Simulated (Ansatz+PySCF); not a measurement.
# doublet BeH: levels of theory in one basis

```xyz
2

Be    0.0000    0.0000   -0.2717
H     0.0000    0.0000    1.0868
```

Basis set: def2-SVP (spherical functions). All electrons are correlated. Correlation on ROHF uses semicanonical orbitals with singles. Charge 0, multiplicity 2.

Computed with Ansatz (development build ahead of 0.2.0); each method stands on the lowest determinant of its kind that the runs found. NEVPT2 correlates all electrons. Active spaces start from the frontier orbitals, and the lowest solution found is given.

| method | E − E(ROHF) (eV) | <S²> of the determinant |
| --- | --- | --- |
| ROHF | 0.00 | 0.75 |
| UHF | -0.01 | 0.75 |
| ROHF-MP2 | -0.65 | – |
| UHF-MP2 | -0.66 | 0.75 |
| ROHF-CCSD | -0.91 | – |
| UHF-CCSD | -0.91 | 0.75 |
| ROHF-CCSD(T) | -0.92 | – |
| full CI (lowest root of this spin) | -0.92 | – |
| CASSCF(3,5) | -0.62 | – |
| CASSCF(3,3) | -0.36 | – |
| SC-NEVPT2(3,3) | -0.69 | – |

Q: What does SC-NEVPT2(3,5) give on the same scale?

A: -0.78 eV. NEVPT2 here correlates all electrons, so it doesn't share the others' frozen core.

Q: Is a single determinant a sound starting point here?

A: By this sign, yes. Unrestricted orbitals gain 0.01 eV and <S²> is 0.75 against 0.75 for a pure state. The CASSCF(3,5) natural occupations are 1.97, 1.00, 0.02, 0.01, 0.00. The CASSCF(3,3) natural occupations are 1.98, 1.00, 0.02.

Caution for CASSCF(3,3): other starts end on other solutions of this active space.
